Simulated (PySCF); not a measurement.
Species: [diamino(methyl)germyl]methane, C2H10GeN2 (charge 0, singlet). 
Structure (B3LYP-D3(BJ)/def2-TZVP (Ansatz) minimum search):
```xyz
15

C      1.7159    -0.6154    -0.7021
Ge    -0.0003     0.0009     0.0019
C     -1.4772    -0.2233    -1.2752
N     -0.4533    -1.0149     1.4808
N      0.2889     1.7603     0.5389
H      1.6406    -1.6593    -1.0047
H      2.0179    -0.0208    -1.5652
H      2.4839    -0.5276     0.0662
H     -2.4061     0.1664    -0.8566
H     -1.6169    -1.2786    -1.5117
H     -1.2639     0.3170    -2.1978
H      0.0658    -0.7856     2.3185
H     -1.4396    -1.0203     1.7031
H      0.7832     2.3355    -0.1312
H     -0.5363     2.2599     0.8442
```
Charge 0, spin multiplicity 1.

Dispersion corrections to the total energy (kcal/mol) from the dftd3 and dftd4 libraries through PySCF: D3(BJ) without and D4 with the three-body term, each with the damping fitted for the functional named.

```tsv
functional	D3(BJ)	D4
TPSSh	-8.45	…
TPSS	-9.10	-9.53
BLYP	-15.14	-15.23
PBE0	…	-6.06
PBE	-7.17	…
CAM-B3LYP	-5.91	-6.16
B3LYP	-12.49	-11.31
```

Q: Some entries are withheld; supply them.

A: 
- TPSSh, D4: -8.70
- PBE0, D3(BJ): -6.36
- PBE, D4: -7.10
